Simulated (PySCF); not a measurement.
Compound: cyanotriacetylene radical cation, C7HN (charge +1 and doublet state).
Structure used (PBE0-D3(BJ)/def2-SVP), in Å, numbered top down from 1:
```
atom  x, y, z in Å
C1    -3.7056   -0.2017   -1.0140
C2    -2.5169   -0.1214   -0.6928
C3    -1.2353   -0.0345   -0.3457
C4    -0.0301    0.0463   -0.0181
C5     1.2432    0.1300    0.3308
C6     2.4403    0.2079    0.6591
C7     3.7421    0.2920    1.0157
N8     4.8689    0.3637    1.3260
H9    -4.7498   -0.2730   -1.2949
```

Theory: PBE0-D3(BJ)/def2-SVP geometry optimisation, gas phase (PySCF 2.14.0).

Masses are those of the commonest isotopes; rigid-rotor values at the optimised geometry. 

Task: What are the moment of inertia and the rotational constant?

Result: I = 897.854 u·Å², B = 505379 MHz·u·Å²/I = 562.9 MHz (0.0188 cm⁻¹, or 0.027 K as hB/k).

If the electronic state has orbital angular momentum about the axis (Π, Δ; not determined here), the simple ladder of levels BJ(J+1) doesn't apply.

No frequency check. ⟨S²⟩ = 0.792 (exact for a doublet: 0.75). No vibrational averaging or centrifugal distortion is included, and the geometry carries the error of its method.
